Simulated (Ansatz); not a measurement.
Gas-phase reaction R1 → 2 P1, each structure at its B3LYP-D3(BJ)/def2-TZVP stationary point, reached from a drawn start (curvature not checked).
R1: Cl2 (SMILES ClCl), charge 0, multiplicity 1.
P1: Cl atom, charge 0, multiplicity 2.

P less R. No zero-point or thermal terms; singlets are restricted closed shells; open shells are unrestricted; no spin–orbit coupling.

Correlated levels freeze the cores. CBS: X⁻³ extrapolation of the correlation energy, Hartree–Fock from the larger set.

The values were computed with Ansatz (a quantum-chemistry and plane-wave program) with Gaussian orbitals. No computed number here is a measurement.

PBE/def2-TZVPP gives 2.842 eV for the reaction energy.

Question: How do the other levels lie against it? Give each less PBE: r2SCAN/def2-TZVPP, B3LYP/def2-TZVPP, wB97M-V/def2-TZVPP, B2PLYP/def2-TZVPP, MP2/CBS(cc-pV(T+d)Z, cc-pV(Q+d)Z), CCSD(T)/CBS(cc-pV(T+d)Z, cc-pV(Q+d)Z).

Answer: r2SCAN/def2-TZVPP -0.277; B3LYP/def2-TZVPP -0.444; wB97M-V/def2-TZVPP -0.226; B2PLYP/def2-TZVPP -0.461; MP2/CBS(cc-pV(T+d)Z, cc-pV(Q+d)Z) -0.081; CCSD(T)/CBS(cc-pV(T+d)Z, cc-pV(Q+d)Z) -0.285 eV. 0 of 6 lie above PBE; the widest gap is to B2PLYP/def2-TZVPP.
